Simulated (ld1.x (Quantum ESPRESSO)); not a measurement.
## Before and after: PAW potential for cobalt (Co)

```
Element                 : Co (Z = 27)
Generator               : ld1.x (Quantum ESPRESSO) 7.5
Type                    : PAW
Functional              : BLYP
Relativity              : scalar-relativistic
Frozen core             : [Ar]
Valence charge          : 9
Reference configuration : 3d7 4s2 4p0
Partial waves           : 4s (bound): rcut 2.10, rcutus 2.35 bohr; 4s channel at 1.2 Ry: rcut 2.10, rcutus 2.35 bohr; 4p (bound, empty): rcut 2.15, rcutus 2.75 bohr; 4p channel at 0.2 Ry: rcut 2.15, rcutus 2.75 bohr; 3d (bound): rcut 1.25, rcutus 1.40 bohr; 3d channel at 1.75 Ry: rcut 1.25, rcutus 1.40 bohr
Local potential         : all-electron potential smoothed inside 1.85 bohr (lloc = -1)
Core correction         : a·sin(br)/r model core, default radius (ld1.x builds one for every PAW set, though the input has nlcc=.false.)
Augmentation charge     : PSQ, radius 1.05 bohr
```

Change: all radii but the core radius scaled by about 1.09 (s 2.56, p 3.00, d 1.52 bohr, rcut 2.28/2.34/1.36); local potential all-electron potential smoothed inside 2.02 bohr (lloc = -1); augmentation PSQ, radius 1.14 bohr.

Cutoffs: the cutoffs (Ry, on a coarse ladder) from which the occupation-weighted sum of valence levels, in a spherical-Bessel basis at the reference potential, stays within 10 and 1 mRy of its value at 400 Ry; they do not see the model core or the augmentation charge, which bear on the density cutoff. Errors are all-electron minus pseudo energies relative to the spin-unpolarised reference configuration.

Problem. How do hardness, ghosts and transferability respond?

Solution. The potential gets softer (55 Ry and 90 Ry → 45 Ry and 80 Ry); the number of tests that count goes from 7 to 6; of the 6 tests that both files solve, the error grows in 0 and shrinks in 4 by more than 15 % and 0.3 meV (median size 13.3 → 9.8 meV); neither file shows a bound ghost at the reference potential, the only one tested. A larger radius leaves more room for a smooth pseudo-wave, so fewer plane waves are needed. That the errors move this way runs against the usual rule that smaller radii transfer better.

```tsv
quantity	base	changed
cutoff, loose	55 Ry	45 Ry
cutoff, tight	90 Ry	80 Ry
loose cutoff by channel (10 mRy a level)	s 6 Ry, d 45 Ry	s 6 Ry, d 35 Ry
bound ghosts	none	none
tests counted (converged, no solver errors)	7 of 7	6 of 7
error for 3d7 4s1 4p0, meV [ΔE 9.04 eV]	+3.0	+1.5
error for 3d7 4s0 4p0, meV [ΔE 26.02 eV]	+23	+15
error for 3d6 4s0 4p0, meV [ΔE 61.89 eV]	-255	-262
error for 3d7.5 4s1.5 4p0, meV [ΔE -0.94 eV]	-19	-19
error for 3d7 4s0 4p1, meV [ΔE 14.44 eV]	+7.7	+4.3
error for 3d7 4s1 4p1, meV [ΔE 4.37 eV]	+0.9	+0.1
lowest overlap eigenvalue by channel	s 0.38, p 0.62, d 0.56	s 0.39, p 0.67, d 0.24
```

Changed file: Tests not counted: 3d5 4s0 4p0 (pseudo-atom not self-consistent, printed error -1.5 eV).
